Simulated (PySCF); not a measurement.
2-tert-butylpyridine (SMILES CC(C)(C)c1ccccn1)

Molfile (atoms numbered from 1):
```
C9H13N
     RDKit          3D

 23 23  0  0  0  0  0  0  0  0999 V2000
   -1.5325    0.9846   -1.2914 C   0  0  0  0  0  0  0  0  0  0  0  0
   -1.3190   -0.0612   -0.1879 C   0  0  0  0  0  0  0  0  0  0  0  0
   -1.8575   -1.4090   -0.6631 C   0  0  0  0  0  0  0  0  0  0  0  0
   -2.0736    0.3650    1.0794 C   0  0  0  0  0  0  0  0  0  0  0  0
    0.1728   -0.1609    0.1270 C   0  0  0  0  0  0  0  0  0  0  0  0
    0.8879    0.9596    0.5812 C   0  0  0  0  0  0  0  0  0  0  0  0
    2.2430    0.8370    0.8590 C   0  0  0  0  0  0  0  0  0  0  0  0
    2.8584   -0.4008    0.6785 C   0  0  0  0  0  0  0  0  0  0  0  0
    2.0700   -1.4537    0.2252 C   0  0  0  0  0  0  0  0  0  0  0  0
    0.7711   -1.3389   -0.0419 N   0  0  0  0  0  0  0  0  0  0  0  0
   -1.1981    1.9862   -0.9810 H   0  0  0  0  0  0  0  0  0  0  0  0
   -2.6015    1.0546   -1.5475 H   0  0  0  0  0  0  0  0  0  0  0  0
   -0.9813    0.7115   -2.2043 H   0  0  0  0  0  0  0  0  0  0  0  0
   -1.7158   -2.1859    0.1008 H   0  0  0  0  0  0  0  0  0  0  0  0
   -2.9325   -1.3221   -0.8855 H   0  0  0  0  0  0  0  0  0  0  0  0
   -1.3355   -1.7498   -1.5677 H   0  0  0  0  0  0  0  0  0  0  0  0
   -1.7491    1.3531    1.4399 H   0  0  0  0  0  0  0  0  0  0  0  0
   -1.9175   -0.3601    1.8927 H   0  0  0  0  0  0  0  0  0  0  0  0
   -3.1549    0.4224    0.8774 H   0  0  0  0  0  0  0  0  0  0  0  0
    0.3856    1.9196    0.7155 H   0  0  0  0  0  0  0  0  0  0  0  0
    2.8149    1.6984    1.2133 H   0  0  0  0  0  0  0  0  0  0  0  0
    3.9208   -0.5468    0.8834 H   0  0  0  0  0  0  0  0  0  0  0  0
    2.5107   -2.4455    0.0686 H   0  0  0  0  0  0  0  0  0  0  0  0
  1  2  1  0
  2  3  1  0
  2  4  1  0
  2  5  1  0
  5  6  2  0
  6  7  1  0
  7  8  2  0
  8  9  1  0
  9 10  2  0
 10  5  1  0
  1 11  1  0
  1 12  1  0
  1 13  1  0
  3 14  1  0
  3 15  1  0
  3 16  1  0
  4 17  1  0
  4 18  1  0
  4 19  1  0
  6 20  1  0
  7 21  1  0
  8 22  1  0
  9 23  1  0
M  END
```

The calculation used quadratic response CAM-B3LYP/def2-SVPD first hyperpolarisability, Taylor convention, gas phase (PySCF). Geometry: PBE0-D3(BJ)/def2-SVP.

Give the tensor of the second harmonic β(−2ω;ω,ω) at 1907 nm in the axes of these coordinates.

In au, Taylor convention; rows are the first index (the induced dipole):
|  | xx | yy | zz | xy | xz | yz |
| --- | --- | --- | --- | --- | --- | --- |
| x | -40.2 | +0.8 | +2.6 | +10.5 | -8.3 | +1.8 |
| y | +10.8 | -17.7 | -1.9 | +0.2 | +1.8 | -4.0 |
| z | -8.1 | -3.9 | +1.3 | +1.7 | +2.2 | -1.9 |

Norm of βᵢ = ⅓ Σⱼ (βᵢⱼⱼ + βⱼᵢⱼ + βⱼⱼᵢ): 40.0 au, hyper-Rayleigh value 19.1 au.
